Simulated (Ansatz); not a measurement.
ClH8NSi3, SMILES `[SiH3]N[SiH2][SiH2]Cl`, relaxed with RKS PBE0-D4/def2-TZVP in Ansatz 0.2.0 from a PBE-D4/def2-SVP geometry. The force threshold is 0.005 eV/Å; the program also tests the step.

Total charge 0; spin multiplicity 1.

Start:

```xyz
13

Si    1.642    0.817   -0.841
N     0.427   -0.374   -1.271
Si   -0.713   -1.224   -0.246
Si   -1.245    0.106    1.627
Cl   -1.581    2.047    0.902
H     1.602    0.948    0.657
H     1.388    2.158   -1.480
H     3.023    0.370   -1.253
H     0.358   -0.604   -2.268
H    -1.984   -1.460   -1.022
H    -0.235   -2.578    0.234
H    -2.510   -0.380    2.283
H    -0.172    0.175    2.678
```

| step | energy (eV) | largest force (eV/Å) | largest move (Å) |
| --- | --- | --- | --- |
| 1 | -37764.3830 | 0.497 | 0.000 |
| 2 | -37764.4379 | 0.289 | 0.039 |
| 3 | -37764.4451 | 0.070 | 0.023 |
| 4 | -37764.4460 | 0.020 | 0.014 |
| 5 | -37764.4462 | 0.022 | 0.020 |
| 6 | -37764.4463 | 0.014 | 0.006 |
| 7 | -37764.4464 | 0.017 | 0.014 |
| 8 | -37764.4465 | 0.013 | 0.018 |
| 9 | -37764.4465 | 0.008 | 0.010 |
| 10 | -37764.4465 | 0.011 | 0.010 |
| 11 | -37764.4465 | 0.008 | 0.008 |
| 12 | -37764.4465 | 0.004 | 0.006 |

End:

```xyz
13

Si    1.632    0.788   -0.844
N     0.414   -0.356   -1.279
Si   -0.697   -1.189   -0.254
Si   -1.246    0.118    1.616
Cl   -1.626    2.048    0.983
H     1.560    0.942    0.631
H     1.419    2.105   -1.500
H     2.993    0.313   -1.216
H     0.342   -0.583   -2.261
H    -1.942   -1.465   -1.022
H    -0.190   -2.504    0.242
H    -2.481   -0.401    2.259
H    -0.177    0.183    2.643
```

Hardware: 4 threads of a server CPU on a shared host. Wall time 60 s, peak host memory 0.77 GiB.
